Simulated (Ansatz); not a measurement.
Here is a job for Ansatz (a quantum-chemistry and plane-wave program).
Ansatz 0.2 input:
```yaml
crystal:
  periodic: [false, false, false]
  atoms:
    - {symbol: Si, position_ang: [-0.00666824, -0.00277970, 0.12275926]}
    - {symbol: H, position_ang: [0.04778718, 1.13172388, -0.83406892]}
    - {symbol: H, position_ang: [0.04556812, -1.09280805, -0.88456070]}
basis:
  gaussian:
    orbitals: 6-31G
hamiltonian:
  xc: pbe0
magnetization: {spin_polarized: false}
correlation: {method: ccsd_t}
```

Task: What does this run give for the T1 diagnostic, total energy, number of basis functions, coupled-cluster correlation energy (without the perturbative part)?

Result: 
| Property | Result |
|---|---|
| T1 diagnostic | 0.013 |
| total energy | -290.0297 Eh |
| number of basis functions | 17 |
| coupled-cluster correlation energy (without the perturbative part) | -0.0651 Eh |
